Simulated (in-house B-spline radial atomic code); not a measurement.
Values are calculated unless marked as measured or tabulated.
C6 from the polarisability at imaginary frequency: Bi IV (Bi3+)

BP86 linear response of the closed shell [Xe] 4f14 5d10 6s2, from an all-electron radial atomic-structure program (B-spline basis); scalar-relativistic (spin-free one-electron X2C), finite nucleus, no spin-orbit coupling; shells from n = 4 respond.

The dispersion coefficient of two like species is C6 = (3/π) ∫ α(iu)² du from 0 to ∞.

| u (hartree) | α(iu) (bohr³) |
| --- | --- |
| 0 | 9.647 |
| 0.24 | 8.499 |
| 0.56 | 6.023 |
| 0.96 | 4.119 |
| 1.6 | 2.627 |
| 2.4 | 1.708 |
| 3.6 | 1.029 |
| 5.6 | 0.5513 |
| 8 | 0.3234 |
| 12 | 0.1748 |
| 20 | 0.07994 |
| 40 | 0.02623 |

**Question.** Fit one oscillator, α(iu) = α(0)/(1 + u²/ω²), through u = 0.96 and estimate C6.

**Answer.** From α(0)/α(iu) − 1 = 9.647/4.119 − 1 = 1.3421, ω = u/√1.3421 = 0.8287 hartree (22.5 eV). London's formula gives C6 = (3/4) α(0)² ω = 0.75 × 9.647² × 0.8287 = 57.84 hartree·bohr⁶, and the oscillator holds f = α(0) ω² = 6.62 electrons, of a sum of oscillator strengths of 59.2.

**Question.** How does that compare with the full integral?

**Answer.** The program's quadrature over all excitations gives C6 = 59.32, so the single oscillator is off by -2.5 %. At the last point the fit gives α = 0.00414 against 0.0262: higher excitations, and deeper shells where there are any, keep the true curve higher at large u.
